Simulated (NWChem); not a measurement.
Molecule: MgNH$_{2}$F; SMILES [F][Mg][NH2]

```xyz
5

Mg     0.0000     0.0000    -0.0826
F      0.0000     0.0000    -1.8263
N      0.0000     0.0000     1.8037
H      0.0000    -0.8193     2.4010
H      0.0000     0.8193     2.4010
```
Atoms are numbered in this order, from 1.

Results from NWChem. Coordinates come from a B3LYP/6-31G* (spherical d) optimisation.

Q: What does the run give for B3LYP/def2-TZVP? Quantities: highest occupied level (eV); orbital gap (eV); dipole (D).

A: 
```json
{
  "highest occupied level (eV)": "-6.34",
  "orbital gap (eV)": "4.80",
  "dipole (D)": "2.15"
}
```
